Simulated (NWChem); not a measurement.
Molecule: MoHS$_{3}$F; SMILES [F][Mo](=[S])(=[S])[SH]

```xyz
6

Mo     0.0172     0.0965     0.2137
S     -1.4032     1.3231    -0.7211
S      1.8981     0.4167    -0.6452
F      0.0389     0.3934     2.0278
S     -0.4498    -2.0910    -0.3237
H     -1.7942    -1.9776    -0.1877
```
Atoms are numbered in this order, from 1.

All runs use the structure optimised with PBE0/def2-SVP. Not confirmed as a minimum by frequencies. def2 effective core potentials on Mo; no spin-orbit coupling.

Q: List the 4 lowest vertical singlet excitations from B3LYP/def2-SVP with def2 effective core potentials on Mo, full TDDFT (NWChem).

A: 
```csv
state,energy (eV),oscillator strength,leading excitation (squared amplitude)
S1,2.50,0.001,HOMO → LUMO (0.96)
S2,2.85,0.003,HOMO → LUMO+1 (0.77)
S3,3.31,0.013,HOMO−1 → LUMO (0.58)
S4,3.40,0.016,HOMO−1 → LUMO+1 (0.62)
```
